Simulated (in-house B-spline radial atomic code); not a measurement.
A run on neutral erbium (an excited or competing configuration) that did not converge. Method: scalar-relativistic (X2C) wB97X, spin-polarised, spherical fractional occupations, Fermi nucleus of rms radius 5.2516 fm; computed with a B-spline radial code for spherical atoms. In the input, 2p2,3 would mean two up and three down electrons.

Command:
```bash
python run_scf.py task.json out
```
Settings (nuclear radius in fm, mass in u):
```
Z                68
configuration    1s2 2s2 2p6 3s2 3p6 3d10 4s2 4p6 4d10 4f5,7 5s2 5p3,2 5f0,1 6s2
hamiltonian      x2c
method           wb97x
spin_polarised   True
nucleus          fermi
rms_radius       5.2516
atomic_mass      165.9303
speed_of_light   137.035999084
```

First and last ten iterations of the last attempt (damped for 15 steps, keeping 80 % of the old Fock matrix, then DIIS):
```
 iter        energy (Eh)    residual
    1      -13084.376758    5.06e-01
    2      -13084.892364    1.43e-01
    3      -13085.125830    7.12e-02
    4      -13085.173478    4.35e-02
    5      -13085.187044    2.93e-02
    6      -13085.192810    2.06e-02
    7      -13085.195886    1.47e-02
    8      -13085.197293    1.07e-02
    9      -13085.198588    7.84e-03
   10      -13085.198787    5.76e-03
  111      -13085.200418    7.95e-04
  112      -13085.200361    1.16e-03
  113      -13085.200195    6.81e-04
  114      -13085.200256    9.18e-04
  115      -13085.200310    7.54e-04
  116      -13085.200099    1.85e-03
  117      -13085.200362    9.61e-04
  118      -13085.200254    1.22e-03
  119      -13085.200365    7.15e-04
  120      -13085.199933    9.36e-04
 not converged after 120 iterations
```

The smallest residual met was 5.0e-04; the threshold is about 7e-07. No energy from this run should be used. Cost of the run: 47 s on 1 thread of Arm Neoverse V2, on a shared host.
